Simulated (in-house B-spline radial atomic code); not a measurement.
The erbium ion Er⁶⁺: [He] 2s2 (2p1/2)2 (2p3/2)3 3s2 3p6 3d10 4s2 4p6 (4d3/2)3 (4d5/2)6 4f10 5s2 5p6 (with a hole in an inner shell)

All numbers are computed (Dirac-Hartree-Fock, average of the jj configuration; Fermi nucleus of rms radius 5.2516 fm) with an all-electron radial atomic-structure program (B-spline basis), not measured.

Screening seen three ways: the hydrogenic charge with the same mean radius, Z_r = [3n² - l(l+1)]/(2<r>), the one with the same energy, Z_e = n√(-2ε), and Slater's rules. Values are occupation-weighted means over j. An effective charge above Z reflects the relativistic contraction of the inner shells.

| shell | electrons | ε (eV) | <r> (bohr) | Z_r | Z_e | Slater |
| --- | --- | --- | --- | --- | --- | --- |
| 1s | 2 | -58221 | 0.02036 | 73.68 | 65.42 | 67.70 |
| 2s | 2 | -10107 | 0.08547 | 70.20 | 54.51 | 64.20 |
| 2p | 5 | -9102 | 0.07568 | 66.07 | 51.73 | 64.20 |
| 3s | 2 | -2428 | 0.222 | 60.80 | 40.08 | 57.60 |
| 3p | 6 | -2084 | 0.2204 | 56.72 | 37.13 | 57.60 |
| 3d | 10 | -1637.1 | 0.2002 | 52.44 | 32.91 | 47.85 |
| 4s | 2 | -593.11 | 0.499 | 48.10 | 26.41 | 41.25 |
| 4p | 6 | -473.9 | 0.5251 | 43.80 | 23.61 | 41.25 |
| 4d | 9 | -307.45 | 0.5622 | 37.35 | 19.01 | 30.20 |
| 5s | 2 | -152.61 | 1.153 | 32.52 | 16.75 | 15.60 |
| 4f | 10 | -122.7 | 0.6428 | 28.00 | 12.01 | 20.85 |
| 5p | 6 | -116.67 | 1.284 | 28.43 | 14.64 | 15.60 |

The least bound orbital is 5p3/2 at -114 eV, and it is also the most diffuse (<r> = 1.306 bohr). The part-filled 2p shell lies below the filled 5p shell in orbital energy.

For the 1s electron the small component carries 6.48 % of the norm, the zero-frequency Breit interaction raises the level by 180.7 eV, self-energy by 112.1 eV, and vacuum polarisation lowers it by 19.38 eV.
